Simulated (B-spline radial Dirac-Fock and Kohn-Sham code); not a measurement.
# Atomic SCF run for Gd

ΔSCF core binding energies without Breit or QED terms, calculated with a radial B-spline solver. Keys: rel is the Hamiltonian (dirac, or spin-free x2c and nr, where L3 and M5 stand for the whole 2p and 3d shells), method is hf or an exchange,correlation pair (spin-unpolarised, also for the hole states), nuc the nuclear model, radius_factor scales its radius, rmax is the box in bohr, h the logarithmic mesh step, order the B-spline order, points the quadrature points per cell, c_factor scales the speed of light, and damp, ndamp, maxit and tol steer the iteration. The run stops when the commutator error falls below 10·tol·max(1, Z/10), or the numerical noise floor, and the energy has settled to about 1e-8 Ha; the virial ratio is −V/T.

Input (task.json):

```json
{"items": [{"Z": 64, "q": 0, "cfg": [[1, 0, 2], [2, 0, 2], [2, 1, 6], [3, 0, 2], [3, 1, 6], [3, 2, 10], [4, 0, 2], [4, 1, 6], [4, 2, 10], [4, 3, 7], [5, 0, 2], [5, 1, 6], [5, 2, 1], [6, 0, 2]], "A": 158, "rrms": 5.1569, "do": "settings", "holes": ["K", "L3", "M5"],
  "settings": [{"rel": "dirac", "method": "b88,lyp", "nuc": "fermi", "radius_factor": 1.0, "rmax": 45.0, "h": 0.3, "order": 8, "points": 10, "c_factor": 5.0, "maxit": 60, "damp": 0.2, "ndamp": 3, "tol": 1e-08}]}]}
```

Command: `python xray2_run.py task.json out`

Ground-state iterations:

```
iter   energy (Ha)        error
   1   -10798.20932400  2.94e+00
   2   -10805.01037765  1.59e+00
   3   -10789.17554652  1.43e+00
   4   -10813.03685300  1.37e+00
   5   -10726.65380411  1.92e+00
   6   -10838.51508512  2.70e-01
   7   -10800.60249135  7.84e-01
   8   -10840.09215683  2.56e-02
   9   -10840.10616574  9.24e-03
  10   -10840.10699990  4.36e-03
  11   -10840.10772862  1.72e-03
  12   -10840.10777258  1.15e-04
  13   -10840.10777364  7.26e-06
  14   -10840.10777364  2.61e-07
```

The ground state converged in 14 iterations, with total energy -10840.10777 Ha, virial ratio 1.99727 and highest orbital energy -3.10 eV. ΔSCF binding energies: K (1s) 47607.0 eV, L3 (2p3/2) 7227.6 eV, M5 (3d5/2) 1216.9 eV.
